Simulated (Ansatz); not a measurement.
Tl2I⁺, relaxed as a quintet with UKS PBE0-D4/def2-SVP in Ansatz, starting from the PBE0-D4/def2-SVP geometry of the charge +1 singlet. Force threshold 0.02 eV/Å.

In the def2 sets I, Tl take a core potential; there is no spin–orbit coupling. At PBE0-D4/def2-SVP a singlet of charge 1 lies 7.93 eV below the quintet, each at its own geometry. The structure comes from a short search, and lower isomers may exist.

Start:

```xyz
3

Tl   -0.663    0.133   -2.890
Tl    0.075   -0.121    2.965
I     0.588   -0.011   -0.075
```

Q: Estimate the energy that the relaxation releases and the steps that it takes.

A: 121.1 kJ/mol, in 12 steps; 1.9 min on 4 threads of Intel Xeon on a shared host. No frequencies were taken in this run, so the end may be a saddle point.

Q: Does the start keep its bonding and symmetry?

A: By distances, no bond broke or formed, bridged metal pairs apart. The bond that changes most is Tl2–I3, from 3.08 to 3.03 Å (atoms count from 1). Metal–metal contacts that move far: Tl1–Tl2 5.91 to 3.07 Å. Point group C2v at the start, Cs at the end, both within 0.05 Å.

Q: Predict the relaxed structure.

A: 
Cartesian coordinates in Å:
```
Tl -1.062 0.083 -1.416
Tl -0.675 -0.049 1.626
I 1.737 -0.034 -0.211
```
Bond lengths (bridged metal pairs left out): 2 × I–Tl 3.03 to 3.05 Å.
